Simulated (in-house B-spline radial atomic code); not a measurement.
Configurations of the praseodymium ion Pr²⁺, with energies counted from [Xe] 4f3. Level of theory: scalar-relativistic (X2C) wB97X, spin-polarised, spherical fractional occupations, exact exchange averaged over the configuration, Fermi nucleus of rms radius 4.8919 fm; calculated with an all-electron radial atomic-structure program (B-spline basis). Shells without spins written out take the highest spin.

Occupations are held fixed; configurations that lie above the ionisation limit could autoionise.

```csv
configuration,E - E(ref) (eV),highest orbital,its <r> (bohr)
[Xe] 4f2 5d1,2.2611,5d up,2.444
[Xe] 4f2 6p1,7.8924,6p up,4.296
[Kr] 4d9 4f3 5s2 5p6 6s1,112.91,6s up,3.549
```

(1) Order these further configurations by energy, lowest first.
A. [Kr] 4d10 4f4 5s2 5p5
B. [Kr] 4d10 4f3 5s2 5p5 5d1
C. [Kr] 4d10 4f3 5s2 5p5 6d1

Answers

(1) B (19.627 eV), A (19.776 eV), C (29.707 eV).
